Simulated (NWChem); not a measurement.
System: C2H3ClF2Si; SMILES [Si@@H](Cl)(/C=C\F)F

```xyz
9

F     -0.1845     2.6255    -0.8081
C     -0.2670     2.2429     0.4593
C     -0.3459     0.9636     0.8238
Si    -0.3323    -0.4599    -0.3520
F     -1.8330    -1.0450    -0.5258
Cl     0.7941    -1.9665     0.4794
H     -0.2614     3.0996     1.1427
H     -0.4123     0.7734     1.8994
H      0.1879    -0.1390    -1.6972
```
Atoms are numbered in this order, from 1.

STO-3G and 3-21G are far too small for this property and stand as cheap habits. The geometry was optimised at PBE0/def2-SVP.

Question: Give the principal values of the shielding tensors (ppm) of F1, C2, C3, Si4, F5 from Hartree-Fock/STO-3G, GIAO (NWChem), with their diamagnetic and paramagnetic parts as GIAO splits them.

Answer: 
```json
[
 {"atom": "F1", "σ11": "291.6", "σ22": "337.5", "σ33": "529.3", "isotropic": "386.2", "diamagnetic": "455.1", "paramagnetic": "-69.0"},
 {"atom": "C2", "σ11": "1.7", "σ22": "136.9", "σ33": "175.2", "isotropic": "104.6", "diamagnetic": "256.6", "paramagnetic": "-152.0"},
 {"atom": "C3", "σ11": "38.9", "σ22": "167.0", "σ33": "239.5", "isotropic": "148.5", "diamagnetic": "254.8", "paramagnetic": "-106.3"},
 {"atom": "Si4", "σ11": "537.8", "σ22": "582.6", "σ33": "608.4", "isotropic": "576.3", "diamagnetic": "866.3", "paramagnetic": "-290.0"},
 {"atom": "F5", "σ11": "413.9", "σ22": "599.2", "σ33": "677.8", "isotropic": "563.6", "diamagnetic": "456.0", "paramagnetic": "107.6"}
]
```
